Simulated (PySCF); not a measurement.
1,1-difluorobuta-1,3-diene (C4H4F2), SMILES C=CC=C(F)F.

Geometry optimised at PBE0-D3(BJ)/def2-SVP. The values are those of a single conformer.

Two levels are set side by side: PBE/def2-TZVP (PySCF) and B3LYP/def2-TZVP (PySCF). Same geometry, gas phase. Differences are taken from unrounded values.

```tsv
quantity	B3LYP
orbital gap (eV)	5.53
highest occupied level (eV)	-6.52
lowest empty level (eV)	-0.99
dipole moment (D)	0.89
mean polarisability (bohr³)	53.9
```

### Question
What does PBE give, and how far is it from B3LYP? (The exact figures need the calculation; the answer reports its results.)

### Answer

```json
[
 {"quantity": "orbital gap (eV)", "PBE": "3.96", "PBE minus B3LYP": "-1.57"},
 {"quantity": "highest occupied level (eV)", "PBE": "-5.63", "PBE minus B3LYP": "0.89"},
 {"quantity": "lowest empty level (eV)", "PBE": "-1.66", "PBE minus B3LYP": "-0.68"},
 {"quantity": "dipole moment (D)", "PBE": "0.64", "PBE minus B3LYP": "-0.25"},
 {"quantity": "mean polarisability (bohr³)", "PBE": "55.0", "PBE minus B3LYP": "1.1"}
]
```

PBE's occupied levels lie high since its potential decays too fast outside the molecule; exact exchange lowers them and widens the gap. Differences between two approximate levels are no errors against the true value.

Rough cost on one machine, each run with all the roots and properties that it gave: B3LYP against PBE within a factor of 2.
